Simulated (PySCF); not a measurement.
## Identify the compound

Molecular formula: C₆H₂F₄. Simulated spectra:

¹H NMR (400 MHz, computed): δ 7.23 (m, 2H).

¹³C{¹H} NMR (computed): δ 157.8 (C, 2C), 151.7 (C, 2C), 117.3 (CH, 2C).

Fast rotation and ring inversion assumed for equivalent nuclei, non-relativistic Hamiltonian, in vacuum, single conformer. NMR shieldings at PBE0/pcSseg-1/GIAO; GFN2-xTB structure; PySCF.

References, each an isolated molecule treated in the same way: ¹H (σref 31.72) and ¹³C (σref 186.93) vs TMS.

**Question.** Deduce the structure.

**Answer.** 
1. Rings plus π bonds: 4 (1 ring in the answer).
2. 3 carbon signals for 6 carbons: some carbons are equivalent by symmetry or fast rotation.
3. Carbon types of the structure: 4 × C, 2 × CH, which accounts for all hydrogens.
4. δC 157.8, 151.7: aromatic carbon bearing fluorine; σ withdrawal by the attached heteroatom moves it downfield of the ring CH carbons.
5. δC 117.3: aromatic CH.
6. δH 7.23: hydrogen on an aromatic CH; aromatic region.

The compound is `Fc1ccc(F)c(F)c1F`.

This is the structure that produced the data.

Splittings by ¹⁹F in the carbon and heteronuclear signals aren't shown, as no couplings were computed. Shifts are as computed. Against solution values, carbons near 30 ppm lie about +3 ppm off and those near 130 ppm about +5 ppm. Of 1211 compounds with measured shifts, 218 miss one by over three times the rms of a fit or turn the order of signals round; such compounds aren't used in these exercises.
